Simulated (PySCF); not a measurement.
TaOF3, SMILES [F][Ta]([F])(=[O])[F], multiplicity 1.

The structure is a stationary point at B3LYP-D3(BJ)/def2-SVP. The multiplicity is an assumed one; other spin states were not compared. The isomer is the one that the SMILES or the coordinates give; other isomers of the formula were not compared. The def2 effective core potentials stand for the cores of Ta; spin–orbit coupling is left out.

Two levels are set side by side: PBE/def2-TZVP (PySCF) and M06-2X/def2-TZVP (PySCF). Same geometry, gas phase. Differences are taken from unrounded values.

```json
[
 {"quantity": "orbital gap (eV)", "M06-2X": "11.12"},
 {"quantity": "highest occupied level (eV)", "M06-2X": "-12.04"},
 {"quantity": "lowest empty level (eV)", "M06-2X": "-0.92"},
 {"quantity": "dipole moment (D)", "M06-2X": "1.87"},
 {"quantity": "mean polarisability (bohr³)", "M06-2X": "34.0"}
]
```

Q: What does PBE give, and how far is it from M06-2X? (Estimate from the structure and the level; the computed values follow.)

A: 
| quantity | PBE | PBE minus M06-2X |
|---|---|---|
| orbital gap (eV) | 6.04 | -5.08 |
| highest occupied level (eV) | -8.65 | 3.39 |
| lowest empty level (eV) | -2.61 | -1.69 |
| dipole moment (D) | 1.75 | -0.12 |
| mean polarisability (bohr³) | 37.1 | 3.2 |

Without exact exchange PBE keeps part of each electron's self-repulsion, which lifts occupied levels and narrows the gap. Loosely held outer electrons make PBE densities more polarisable. Differences between two approximate levels are no errors against the true value.

Rough cost on one machine, each run with all the roots and properties that it gave: M06-2X against PBE about 3 times.
